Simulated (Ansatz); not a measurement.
Species, as SMILES: F[SiH] (F-SiH) (closed-shell singlet).
Atoms: Si1, H2, F3. Bonds: Si1-H2, Si1-F3.

Basis-set convergence of the harmonic zero-point energy at B3LYP with Ansatz (an electronic-structure program). Each level at its own minimum, finite differences of forces, unscaled; the reference is a large set that could be run, not a limit. All functions are spherical. The program fits the integrals of some runs and decomposes those of others, by size. Core-valence sets carry the plain set on hydrogen. No added dispersion term, no relativity. Reference: the value in pcseg-3, 5.22 kcal/mol. Deviations are taken from unrounded values.

| basis | functions | harmonic zero-point energy (kcal/mol) | minus reference (kcal/mol) |
|---|---|---|---|
| 3-21G | 24 | 5.13 | -0.08 |
| 6-31G | 24 | 4.94 | -0.27 |
| def2-SVP | 37 | 5.27 | 0.05 |
| pcseg-1 | 37 | 5.23 | 0.01 |
| cc-pV(D+d)Z | 42 | 5.19 | -0.03 |
| aug-pcseg-1 | 59 | 5.16 | -0.06 |
| cc-pCVTZ | 116 | 5.21 | 0.00 |
| cc-pV(Q+d)Z | 149 | 5.24 | 0.02 |
| pcseg-3 | 157 | 5.22 | 0.00 |
